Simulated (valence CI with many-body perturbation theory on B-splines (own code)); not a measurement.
## Pr³⁸⁺: magnetic and hyperfine properties of the levels

Calculated by valence CI with perturbative core correlation (CI+MBPT): three valence electrons over a frozen Dirac-Fock core [Ar], a basis of 9 s, 9 p, 10 d, 8 f, 5 g, 3 h, 1 i functions for each j, with the one-electron correlation potential Σ1 (screened to all orders), the two-electron term Σ2, the three-electron term Σ3, Breit, model QED; selected single and double excitations, second order for the rest (own B-spline code, finite nucleus).

The last digits are not significant, and no measured levels were compared; by estimate large intervals hold to a few tenths of a per cent, small ones and those within an open d or f shell to about a per cent. Only levels of the ground parity were solved; by the run's estimate the other parity begins above the list, which can be wrong where configurations are misplaced.

A/g_I is the dipole constant over the nuclear g factor μ/I (μ in nuclear magnetons, uniformly magnetised nucleus), B/Q the quadrupole constant per barn. Both hold the static response of the core; the bare values leave it out. Large factors of s and p1/2 electrons are usually good to 5 to 10 %; those of open d and f shells near neutrality can be off by tens of per cent, and small factors of p3/2, d and f electrons come from cancelling terms and can be off by a factor of two or in sign, in half-filled shells by more. B is blank for J = 1/2, where it vanishes, and for nearly pure S terms. Energies count from the lowest level.

Levels are named by their leading jj configuration (3d3/2^4 stands for four electrons in 3d with j = 3/2), which in mixed levels can hold well under half, so a name can repeat and another be missing. Letters in brackets count levels of one name in rising energy.

```
                    Level  E (cm⁻¹)      g  A/g_I (MHz)  A/g_I bare  B/Q (MHz/b)  B/Q bare
          (3d3/2^3) J=3/2         0  0.638        46600       46100       -23100    -23500
(3d3/2^2 3d5/2) J=5/2 [a]    152180  1.045        26400       26500       -12800    -13000
    (3d3/2^2 3d5/2) J=3/2    196770  1.233        21000       21400        -8700     -8850
    (3d3/2^2 3d5/2) J=7/2    206470  1.079        27400       27500         5020      5090
    (3d3/2^2 3d5/2) J=9/2    216320  1.073        28900       29000        26500     26900
    (3d3/2^2 3d5/2) J=1/2    225240  1.895       -20600      -19200                       
(3d3/2^2 3d5/2) J=5/2 [b]    336690  1.393        13400       14000        34700     35300
(3d3/2 3d5/2^2) J=7/2 [a]    363590  1.064        23300       23400         2640      2690
    (3d3/2 3d5/2^2) J=9/2    384470  1.132        22600       22800        12100     12300
(3d3/2 3d5/2^2) J=3/2 [a]    415900  1.141        24900       25100       -27400    -27900
    (3d3/2 3d5/2^2) J=1/2    432140  1.428        -6720       -6000                       
   (3d3/2 3d5/2^2) J=11/2    445480  1.084        25400       25500        58400     59400
(3d3/2 3d5/2^2) J=5/2 [a]    460770  1.168        13700       14000        35800     36400
(3d3/2 3d5/2^2) J=5/2 [b]    487370  1.099        25100       25200        -6600     -6720
(3d3/2 3d5/2^2) J=7/2 [b]    504340  1.106        25600       25800        12400     12700
(3d3/2 3d5/2^2) J=3/2 [b]    587000  1.080        31900       32000        21700     22000
          (3d5/2^3) J=9/2    589740  1.128        19100       19400         9250      9410
          (3d5/2^3) J=3/2    695850  0.941        28800       28700        17600     17800
          (3d5/2^3) J=5/2    743930  1.149        19100       19400         9430      9590
```

Task: Take the isotope of mass number 141, with I = 5/2, μ = 4.266 μN and Q = -0.0589 b. What is the hyperfine structure of (3d3/2^2 3d5/2) J=9/2?

Result: From the table A = 49300 MHz, B = -1560 MHz. Shifts from the centre of gravity in MHz: F = 2: -679000, F = 3: -530000, F = 4: -333000, F = 5: -85800, F = 6: 210000, F = 7: 554000.
